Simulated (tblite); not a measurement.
C₄H₁₂AsB.
Z-matrix (Å and degrees, GFN2-xTB geometry), rows numbered from 1:
```
B 
As  1  1.9674
C   2  2.0385  1  101.84
C   3  1.5263  2  108.24  1  -165.32
C   3  1.5239  2  108.13  1    75.68
C   3  1.5239  2  110.97  1   -45.26
H   1  1.1723  2  121.22  3   138.82
H   1  1.1737  2  121.15  3   -50.07
H   2  1.5086  1   96.85  3   -96.88
H   4  1.0907  3  110.77  2   179.18
H   4  1.0906  3  110.48  2   -60.48
H   4  1.0912  3  110.31  2    59.24
H   5  1.0915  3  110.40  2    57.80
H   5  1.0904  3  110.85  2   177.79
H   5  1.0902  3  110.67  2   -62.26
H   6  1.0914  3  110.55  2  -177.78
H   6  1.0901  3  110.86  2    62.03
H   6  1.0911  3  110.51  2   -58.16
```

Method: GFN2-xTB as coded in tblite; computed harmonic values from a numerical Hessian at the method's own geometry, unscaled. This tight-binding method is rough: wavenumbers can miss measured ones by several per cent, in bad cases by 10 to 20. Modes of hydrogen on arsenic and boron can be 10 to 20 % off. One conformer, not necessarily the lowest.

Harmonic wavenumbers (cm⁻¹): 72.1, 136.7, 214.1, 220.1, 244.0, 259.8, 269.9, 272.7, 284.6, 385.5, 389.7, 493.8, 522.7, 589.5, 707.4, 722.7, 800.7, 856.1, 961.1, 964.1, 967.6, 1029.1, 1031.0, 1168.8, 1182.8, 1228.8, 1235.2, 1400.8, 1401.9, 1422.3, 1481.2, 1483.3, 1486.7, 1498.2, 1501.2, 1502.2, 1854.3, 2598.6, 2627.3, 2976.7, 2980.7, 2982.0, 2985.7, 2990.5, 2992.2, 2996.9, 2998.9, 3003.9.

A = 3309, B = 1698, C = 1513 MHz; mass 146.025 u (most abundant isotopes); point group C1, symmetry number 1.

Zero-point energy?

½Σν̃ = 32188 cm⁻¹ = 92.03 kcal/mol.

Entropy at 400 K, 1 bar (ideal gas, RRHO, classical rotation)?

Translation 42.33, rotation 28.90, vibration 34.29: S = 105.5 cal/(mol K).

And Cp and H(400 K) − H(0)?

Cp = 45.60 cal/(mol K), of which vibrations give 37.65 (their classical limit is 48 R = 95.4); H(400 K) − H(0) = 10.83 kcal/mol without the zero-point energy, 7.65 from vibrations.

Blend soft modes into free rotors: weight 1/[1 + (100 cm⁻¹/ν̃)⁴] for the oscillator and the rest for a rotor with moment μB/(μ + B), μ = h/(8π²ν), B = 10⁻⁴⁴ kg m². What vibrational entropy results?

33.21 cal/(mol K) in place of 34.29, which changes −T·S at 400 K by +0.43 kcal/mol.

Which modes carry the vibrational entropy at 400 K?

72.1 cm⁻¹: 4.67; 136.7 cm⁻¹: 3.42; 214.1 cm⁻¹: 2.55; 220.1 cm⁻¹: 2.50; 244.0 cm⁻¹: 2.31; 259.8 cm⁻¹: 2.19 cal/(mol K); the other 42 give 16.64 together.

Hindered rotation and anharmonicity are outside this model. Other conformers, if any are populated, would add a mixing term that is left out. The structure is chiral; the term R ln 2 for an equal mix with its mirror image is left out.
